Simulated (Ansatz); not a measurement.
Geometry optimisation, RKS B3LYP-D4/def2-SVP (Ansatz).

The input (input.yaml):

```yaml
crystal:
  periodic: [false, false, false]
  atoms:
    - { symbol: Ti, position_ang: [0.081696, 0.660134, -0.505909] }
    - { symbol: "N", position_ang: [0.572561, 0.19199, 2.695138] }
    - { symbol: H, position_ang: [0.117552, -0.686012, 2.437877] }
    - { symbol: H, position_ang: [0.81828, 0.139429, 3.684507] }
    - { symbol: F, position_ang: [1.362858, -0.365282, -1.083157] }
    - { symbol: Cl, position_ang: [-0.880452, 1.731507, -2.160955] }
    - { symbol: F, position_ang: [-1.075222, -0.375267, 0.310223] }
    - { symbol: O, position_ang: [0.740555, 1.838848, 0.745355] }
    - { symbol: H, position_ang: [1.138618, 1.298088, 1.484891] }
    - { symbol: H, position_ang: [-0.145044, 0.934865, 2.58053] }
basis:
  gaussian: { orbitals: def2-SVP }
hamiltonian:
  xc: b3lyp
  dispersion: d4
relax:
  f_tol: 0.03
  max_steps: 50
output:
  orbitals: {}
```

Run as:

```bash
$ ansatz run input.yaml --threads 4 --pin off --max-ram 5120MiB --backend cpu --events-out ev --progress --plain --runs-dir out
```

Question: Where does it end, and by what steps?

Answer: The forces met the threshold. The force dipped under the threshold on the way, but the program's further checks kept it going. After 13 steps the energy has fallen by 0.537 eV; H10 moved furthest, 0.88 Å.

| step | energy less start (eV) | largest force component (eV/Å) | accepted |
| --- | --- | --- | --- |
| 0 | 0.0000 | 1.971 | yes |
| 1 | -0.2318 | 0.974 | yes |
| 2 | -0.3346 | 0.719 | yes |
| 3 | -0.4278 | 0.730 | yes |
| 4 | -0.4736 | 0.594 | yes |
| 5 | -0.4993 | 0.301 | yes |
| 6 | -0.5205 | 0.425 | yes |
| 7 | -0.5247 | 0.245 | yes |
| 8 | -0.5321 | 0.095 | yes |
| 9 | -0.5341 | 0.088 | yes |
| 10 | -0.5356 | 0.018 | yes |
| 11 | -0.5362 | 0.031 | yes |
| 12 | -0.5364 | 0.042 | yes |
| 13 | -0.5365 | 0.016 | yes |

```xyz
10
Properties=species:S:1:pos:R:3
Ti 0.314 0.515 -0.727
N 0.276 0.496 2.876
H -0.311 -0.258 2.510
H 0.953 0.077 3.516
F 1.480 -0.196 -1.825
Cl -1.082 1.877 -1.785
F -0.598 -0.736 0.119
O 1.131 1.343 0.548
H 0.891 1.134 1.532
H -0.323 1.115 3.425
```

Whether the end is a true minimum wasn't checked by a vibrational analysis.

The run took 69 s on 4 threads of Intel(R) Xeon(R) Platinum 8259CL CPU @ 2.50GHz (Skylake/Cascade Lake), on a shared host, peak memory 0.38 GiB.
